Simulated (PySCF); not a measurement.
## A computed series [M(H2O)6]3+

Computed with PySCF 2.14.0, r2SCAN, def2-SVP on the ligands, density fitting, scalar-relativistic core potentials, no spin-orbit coupling, vacuum. Each member is relaxed from one template within its symmetry. Distances are means of the shortest metal–ligand contacts, charges and spins Mulliken's; removal energies are rigid, with the ligand's formal charge and no counterpoise, so too large; for an anion taken off a cation in vacuum most of it is the attraction of opposite charges, and multiply charged cations can part far more cheaply with an electron moved from ligand to metal. lcecp potentials hold a fixed number of 4f electrons in the core, out of states, spins and gaps.

Question: Order these by the M–H2O distance, lowest first.
A. Yb, lcecp-1-SVP with ECP59
B. Bi, def2-SVP with ECP60
C. Er, lcecp-1-SVP with ECP57

Answer: A (2.306), C (2.326), B (2.420).

Question: What else do they give?

Answer: 
```tsv
metal	basis on the metal	point group	M–H2O (Å)	charge on M (e)	removal of one H2O (eV)	unstable modes (below −25 cm⁻¹)
Er	lcecp-1-SVP with ECP57	Th	2.326	1.29	2.80	not given
Yb	lcecp-1-SVP with ECP59	D2d	2.306	1.28	2.78	not given
Bi	def2-SVP with ECP60	Th	2.420	1.58	2.35	not given
```

Moved off a saddle point of the template and relaxed again: Er, Bi. One start shape was tried for each, so a minimum needn't be the lowest isomer.
